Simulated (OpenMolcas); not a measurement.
Ag2+: moving or changing the point charges

Ag2+ among 5 point charges of -1.5 e arranged as a trigonal bipyramid (D3h), 2.22 Å from the ion, with the axial distance 2.264 Å.
```
   2.2200    0.0000    0.0000  -1.50
  -1.1100    1.9226    0.0000  -1.50
  -1.1100   -1.9226    0.0000  -1.50
   0.0000    0.0000    2.2644  -1.50
   0.0000    0.0000   -2.2644  -1.50
```

```json
{"Program": "OpenMolcas", "Method": "CASSCF", "Basis": "ANO-RCC-VDZP [6s5p3d1f]", "Scalar Hamiltonian": "DKH2, point nucleus", "Active space": "9 electrons in 5 orbitals (4d)", "State averaging": "2S+1 = 2 even, 5 roots", "Spin-orbit coupling": "state interaction with AMFI integrals over the reference wave functions"}
```

Runs around this geometry, states (labels of D3, the rotations of D3h). Energies in cm-1 above the lowest state or level, χT in cm3 K/mol.

| R (Å) | q (e) | Axial / equatorial distance | Ground state | First state of that spin | First gap with spin-orbit (degeneracies) | χT at 300 K |
| --- | --- | --- | --- | --- | --- | --- |
| 2.22 | -1.5 | 0.94 | 2A1 | 2E 4986 | 4201 (2, 2) | 0.840 |
| 2.22 | -0.75 | 1.02 | 2A1 | 2E 1874 | 1302 (2, 2) | 1.099 |
| 2.12 | -1.5 | 1.02 | 2A1 | 2E 4497 | 3536 (2, 2) | 0.870 |
| 2.22 | -1.5 | 1.02 | 2A1 | 2E 3697 | 2842 (2, 2) | 0.921 |
| 2.47 | -1.5 | 1.02 | 2A1 | 2E 2321 | 1707 (2, 2) | 1.037 |

Taking the first state of the same spin as R^-n, n = -ln(2321 / 4497) / ln(2.47 / 2.12) = 4.3 between the shortest and longest distance.

Scaling the charges by -0.75 / -1.5 = 0.50 scales the first state of the same spin by 1874 / 3697 = 0.51; with fixed orbitals a first-order splitting would follow the charge.

The ground term spreads over less than 5000 cm-1, several times less than with real ligands, so orbital moments are less quenched and χT lies further from the spin-only value than at real sites (holds for R = 2.22, q = -0.75, ratio = 1.02; R = 2.12, q = -1.5, ratio = 1.02; R = 2.22, q = -1.5, ratio = 1.02; R = 2.47, q = -1.5, ratio = 1.02). This is an electrostatic model: the charges have no orbitals. No measured value stands beside these numbers.
